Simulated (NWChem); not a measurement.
Species: CH3AlBrCl; SMILES [Cl][Al]([CH3])[Br]

Program: NWChem. Pople sets run with spherical d functions. Geometry: optimised at PBE-D3(BJ)/def2-SVP. Level SCAN/6-31G*: energy and gradient on several grids; changes count from the extra-fine grid, which is no exact limit either.

| grid | size of the energy change (μHa) | largest change of a gradient component (μHa/bohr) |
|---|---|---|
| xcoarse | 50000 | 1000 |
| coarse | 4000 | 600 |
| medium | 2000 | 700 |
| fine | 400 | 500 |
| xfine | < 10 | < 30 |
